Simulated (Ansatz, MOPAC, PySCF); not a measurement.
Complex: C2H3N (SMILES CC#N) (first 6 atoms) with CH5N (SMILES CN); geometry from B3LYP-D3(BJ)/def2-TZVP, rigid monomers moved along the line of their centres of mass till H5···N8 is 2.30 Å.
(charge 0, multiplicity 1):
```xyz
13

C      0.193     1.302     0.163
C     -0.637     0.109     0.142
N     -1.293    -0.836     0.162
H     -0.289     2.106    -0.394
H      0.324     1.602     1.205
H      1.164     1.094    -0.287
C      0.598    -0.531     3.294
N     -0.410     0.511     3.088
H      1.521    -0.077     3.657
H      0.817    -1.008     2.337
H      0.306    -1.319     3.999
H     -0.655     0.950     3.967
H     -1.258     0.104     2.711
```

Counterpoise-corrected where a basis set is named; no monomer relaxation. Rows marked so take none.

Rows in 3-21G carry no dispersion term and start afresh at each structure. The state that PM7 reach isn't checked; PM7 holds dispersion and hydrogen-bond terms.

Programs: Ansatz (Gaussian basis) for Hartree–Fock, density functionals and correlated methods; MOPAC for PM7 (differences of heats of formation); PySCF for 3-21G rows, the dispersion terms. Values without a source in brackets are computed.

### Question
One of these levels gives -3.79 kcal/mol for the interaction energy. Which one is it?
A. PM7
B. PBE-D3(BJ)/def2-TZVPPD
C. r2SCAN/def2-TZVPPD
D. HF/3-21G (no counterpoise)

### Answer
A, PM7. The others give -4.58 (HF/3-21G (no counterpoise)), -4.17 (PBE-D3(BJ)/def2-TZVPPD), -3.45 (r2SCAN/def2-TZVPPD)

Ansatz is a first-principles code.
